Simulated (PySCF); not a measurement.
Geometries of 6 isomers of C5H9NO, from PBE0-D3(BJ)/def2-SVP geometry optimisation, gas phase (PySCF 2.14.0). One conformer each, no zero-point energy, no frequencies.

Question: Which is lowest in electronic energy at this level?
A.
```xyz
16
angstrom
C     -2.096    0.660    1.710
C     -1.534    0.166    0.602
C     -2.286   -0.070   -0.670
C     -0.086   -0.219    0.590
O      0.551    0.447   -0.496
C      1.845    0.192   -0.672
N      2.505   -0.591    0.069
H     -1.511    0.832    2.618
H     -3.162    0.904    1.747
H     -2.256   -1.137   -0.950
H     -1.819    0.486   -1.498
H     -3.337    0.238   -0.586
H      0.035   -1.309    0.452
H      0.420    0.039    1.533
H      2.220    0.766   -1.537
H      3.476   -0.635   -0.239
```
B.
```xyz
16
angstrom
C      2.838    0.014    0.554
N      1.512    0.206    1.065
C      0.531    0.064    0.280
C     -0.880    0.244    0.717
C     -1.875   -0.868    0.331
O     -2.671    0.025   -0.438
C     -1.786    1.108   -0.183
H      3.340   -0.782    1.127
H      3.431    0.929    0.716
H      2.877   -0.247   -0.523
H      0.674   -0.207   -0.791
H     -0.891    0.520    1.780
H     -1.446   -1.684   -0.280
H     -2.430   -1.316    1.174
H     -1.302    1.485   -1.103
H     -2.282    1.954    0.323
```
C.
```xyz
16
angstrom
C     -0.123   -0.972    1.474
C     -0.039   -0.135    0.196
C     -0.109    1.357    0.526
C     -1.164   -0.518   -0.764
N      1.215   -0.412   -0.468
C      2.408   -0.395   -0.361
O      3.580   -0.421   -0.366
H     -0.022   -2.042    1.242
H     -1.092   -0.815    1.973
H      0.676   -0.692    2.177
H     -1.065    1.597    1.015
H      0.708    1.644    1.206
H     -0.026    1.960   -0.389
H     -1.117   -1.590   -1.006
H     -1.078    0.049   -1.702
H     -2.144   -0.303   -0.312
```
D.
```xyz
16
angstrom
C     -1.607    1.236   -0.781
C     -0.695    0.325   -0.021
C     -1.256   -0.265    1.239
C      0.550    0.078   -0.476
C      1.530   -0.807    0.193
N      2.718   -0.930   -0.466
O      1.322   -1.394    1.242
H     -2.519    0.695   -1.086
H     -1.134    1.658   -1.678
H     -1.945    2.067   -0.137
H     -2.314    0.008    1.366
H     -1.151   -1.358    1.249
H     -0.689    0.082    2.117
H      0.865    0.563   -1.407
H      2.923   -0.432   -1.318
H      3.436   -1.504   -0.045
```
E.
```xyz
16
angstrom
C      2.308   -1.066   -0.892
O      1.201   -1.337   -0.055
C      0.273   -0.389    0.004
N      0.326    0.718   -0.618
C     -0.893    1.452   -0.323
C     -1.549    0.756    0.889
C     -0.956   -0.653    0.832
H      2.956   -1.950   -0.848
H      1.981   -0.880   -1.926
H      2.851   -0.174   -0.545
H     -1.551    1.434   -1.212
H     -0.669    2.513   -0.130
H     -2.648    0.775    0.865
H     -1.233    1.254    1.818
H     -0.717   -1.098    1.809
H     -1.600   -1.372    0.297
```
F.
```xyz
16
angstrom
C      2.721    0.065    0.246
C      1.442    0.537   -0.411
O      1.425    1.366   -1.299
N      0.307   -0.044    0.077
C     -0.986    0.284   -0.423
C     -2.164    0.387    0.496
C     -2.066   -0.749   -0.490
H      2.832   -1.027    0.160
H      3.567    0.556   -0.247
H      2.728    0.324    1.316
H      0.384   -0.725    0.820
H     -0.895    1.005   -1.239
H     -2.894    1.181    0.320
H     -2.003    0.155    1.553
H     -1.841   -1.745   -0.095
H     -2.729   -0.756   -1.360
```

Answer: C. That is `O=C=NC(C)(C)C` (tert-butyl isocyanate), 2.8 kcal/mol below the next.

```tsv
SMILES	atoms numbered as above	E (Eh)	relative (kcal/mol)	relative (kJ/mol)	dipole (D)
CC(C)(C)N=C=O	[CH3:1][C:2]([CH3:3])([CH3:4])[N:5]=[C:6]=[O:7]	-325.33453	0.0	0.0	3.12
CC(C)=CC(N)=O	[CH3:1][C:2]([CH3:3])=[CH:4][C:5]([NH2:6])=[O:7]	-325.32998	2.8	11.9	3.14
COC1=NCCC1	[CH3:1][O:2][C:3]1=[N:4][CH2:5][CH2:6][CH2:7]1	-325.31041	15.1	63.3	0.85
CC(=O)NC1CC1	[CH3:1][C:2](=[O:3])[NH:4][CH:5]1[CH2:6][CH2:7]1	-325.31022	15.3	63.8	3.64
[H]/N=C/OCC(=C)C	[H]/[N:7]=[CH:6]/[O:5][CH2:4][C:2](=[CH2:1])[CH3:3]	-325.27896	34.9	145.9	1.06
C/N=C/C1COC1	[CH3:1]/[N:2]=[CH:3]/[CH:4]1[CH2:5][O:6][CH2:7]1	-325.25013	53.0	221.6	1.52
```

As drawn, the lowest has a C=O bond and cumulated double bonds, which the highest lacks; the highest has a four-membered ring, which the lowest lacks.
